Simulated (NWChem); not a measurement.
## Correlation energy of Cl2Se

```
Se
Cl 1 2.1982
Cl 1 2.1982 2 102.60
```
Charge 0, spin multiplicity 1.

The numbers come from NWChem runs, not from measurements. Structure: optimised with B3LYP/def2-SVP, a minimum by its harmonic frequencies.

Basis set: 6-31G*. Each correlation energy counts from its own Hartree-Fock reference.

```csv
method,correlation energy (mHa),difference from CCSD(T)
SCS-MP2,-480.2,+65.2
CCSD+T(CCSD),-545.9,-0.5
MP2,-506.4,+39.0
CR-CCSD[T],-542.5,+2.9
CCSD(T),-545.4,0.0
CR-CCSD(T),-542.1,+3.3
CCSD,-531.5,+13.9
```

The values span 65.7 mHa, from CCSD+T(CCSD) (lowest) to SCS-MP2 (highest). 

The Hamiltonian is non-relativistic. The correlated methods keep 19 core orbitals frozen. The Pople sets run with spherical d functions. The structure started from a generated list of species. No row is a measurement; the coupled-cluster row has its own basis-set and correlation limits.
